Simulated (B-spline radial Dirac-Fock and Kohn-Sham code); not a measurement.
# V¹⁶⁺: photoemission with 2320 eV photons

System: V¹⁶⁺, configuration [He] 2s2 2p3.

Input file task.json (cfg lists n, l and occupation; rrms is the nuclear radius in fm):

```json
{"items": [{
  "Z": 23,
  "q": 16,
  "cfg": [[1, 0, 2], [2, 0, 2], [2, 1, 3]],
  "A": 51,
  "rrms": 3.6002,
  "do": ["binding", "quiet", "photo"],
  "hv": [55.3, 60, 79.6, 150, 389.0, 400, 2320.0, 2984.4, 3750.0, 8047.8, 13700.0, 22162.9, 40000, 59800.0, 77500.0, 150000]
}]}
```

Command: `python xray_run.py task.json out`

The computed values come from a radial atomic solver: the independent-particle Dirac-Slater model, thresholds from Dirac-Fock. The asymmetry parameter β is from the dipole term alone. Kinetic energies are from the vacuum level. Open shells are spread statistically over j, without multiplet splitting.

| subshell | electrons | binding (eV) | kinetic (eV) | σ (kb) | β |
| --- | --- | --- | --- | --- | --- |
| 2s | 2 | 1233.0 | 1087.0 | 24.9 | 2.00 |
| 2p1/2 | 1 | 1165.6 | 1154.4 | 7.71 | 1.32 |
| 2p3/2 | 2 | 1157.2 | 1162.8 | 14.9 | 1.33 |

Branching ratios of the spin-orbit partners (statistical value in brackets): 2p 1.93 (2.00).
